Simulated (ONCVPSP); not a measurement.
# Potentials for strontium (Sr) compared

Generated with ld1.x 7.5 (TM, RRKJ, ultrasoft, PAW), atompaw 4.2 or ONCVPSP 4.0.1. The cutoff is in Ry: for ld1.x and atompaw files where the sum of valence levels is converged to 10 mRy in a Bessel basis, for ONCV files where the hardest occupied wave has 1 mHa per electron of residual kinetic energy. The error is the largest all-electron minus pseudo excitation energy over each file’s own four to seven test configurations (ionisations up to +4, promotions, holes and added fractions of an electron), all of which were solved. The labels leave out finer settings (local radius, basis sizes, second energies), which also bear on the numbers. Spin-polarised tests are not counted. The rows are a selection from randomly drawn settings: files with unsolved tests, undetermined cutoffs or missed reference levels are left out.

```tsv
potential	cutoff (Ry)	largest error (meV)	bound ghosts
ONCV, PBE, scalar-relativistic, rc 1.90/1.45/2.10 (spd), local smoothed, core correction yes, reference 4s2 4p6 5s1, qcut 5.3/5.9/4.7, projectors 2/2/1	34	-3.7	none
ONCV, PBE, fully relativistic, rc 2.10/2.45/1.95 (spd), local smoothed, core correction yes, reference 4s2 4p6 5s1.5 5p0.5, qcut 4.4/5.7/4.5, projectors 2/3/2	17	-1.2	none
ONCV, PBE, scalar-relativistic, rc 2.40/2.45/2.05 (spd), local smoothed, core correction yes, reference 4s2 4p6 5s2, qcut 4.5/5.3/5.2, projectors 2/3/2	16	-305	none
ONCV, PBE, scalar-relativistic, rc 2.65/2.15/2.30 (spd), local smoothed, core correction yes, reference 4s2 4p6 5s2, qcut 3.7/5.2/3.7, projectors 3/2/2	15	-5.1	none
```

Fill in the row for Sr: ONCV, LDA (Perdew-Zunger), scalar-relativistic, rc 2.25/2.20/2.35 (spd), local smoothed, core correction no, reference 4s2 4p6 5s1.5, qcut 5.8/6.8/3.9, projectors 2/2/3.

cutoff 23 Ry, largest error +2.4 meV, bound ghosts: none.

Fill in the row for Sr: ONCV, PBE, scalar-relativistic, rc 2.25/2.05/2.45 (spd), local smoothed, core correction yes, reference 4s2 4p6 5s1, qcut 6.4/7.7/4, projectors 2/2/2.

cutoff 28 Ry, largest error +2.3 meV, bound ghosts: none.

Fill in the row for Sr: ONCV, PBEsol, scalar-relativistic, rc 2.65/2.15/2.35 (spd), local smoothed, core correction yes, reference 4s2 4p6 5s2, qcut 5.4/5.1/4.4, projectors 3/2/2.

cutoff 15 Ry, largest error -4.4 meV, bound ghosts: none.
